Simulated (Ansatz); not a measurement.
Isolated molecules relaxed with PBE0-D4/def2-TZVP in Ansatz; ΔE leaves out vibrations. CCSD(T)/CBS is the MP2 limit (def2-TZVPP, def2-QZVPP) plus CCSD(T) − MP2 in def2-TZVPP, frozen cores. This one scheme is used for every species. Functionals use def2-TZVPP. B3LYP here is the variant with VWN-RPA as its local correlation; programs differ in this. For Br outer-core shells are correlated without core-valence functions, which leaves a few kJ/mol of doubt a bond. Scalar relativity is left out up to krypton. One conformer a species, not always the lowest.

Consider the substitution at a C–Br bond: `OB1CC1Br` + HCl → `OB1CC1Cl` + HBr.

```json
{"level": "PBE-D4", "ΔE (kJ/mol)": "10.5", "difference from CCSD(T)/CBS": "-2.7"}
{"level": "r2SCAN-D4", "ΔE (kJ/mol)": "10.7", "difference from CCSD(T)/CBS": "-2.5"}
{"level": "ωB97M-V", "ΔE (kJ/mol)": "10.3", "difference from CCSD(T)/CBS": "-2.9"}
{"level": "B2PLYP", "ΔE (kJ/mol)": "12.0", "difference from CCSD(T)/CBS": "-1.2"}
{"level": "B3LYP", "ΔE (kJ/mol)": "9.4", "difference from CCSD(T)/CBS": "-3.8"}
{"level": "HF/def2-TZVPP", "ΔE (kJ/mol)": "9.5", "difference from CCSD(T)/CBS": "-3.7"}
{"level": "MP2/def2-TZVPP", "ΔE (kJ/mol)": "17.2", "difference from CCSD(T)/CBS": "4.0"}
{"level": "HF/def2-QZVPP", "ΔE (kJ/mol)": "9.1", "difference from CCSD(T)/CBS": "-4.1"}
{"level": "MP2/def2-QZVPP", "ΔE (kJ/mol)": "16.0", "difference from CCSD(T)/CBS": "2.8"}
{"level": "CCSD/CBS(def2)", "ΔE (kJ/mol)": "12.8", "difference from CCSD(T)/CBS": "-0.4"}
{"level": "CCSD(T)/CBS", "ΔE (kJ/mol)": "13.2", "difference from CCSD(T)/CBS": "0"}
```

Largest T1 diagnostic among the species: 0.012.

In def2-TZVPP, CCSD(T) changes the Hartree–Fock value by +5.4 kJ/mol (the triples alone add +0.4 kJ/mol) and MP2 by +7.6 kJ/mol.
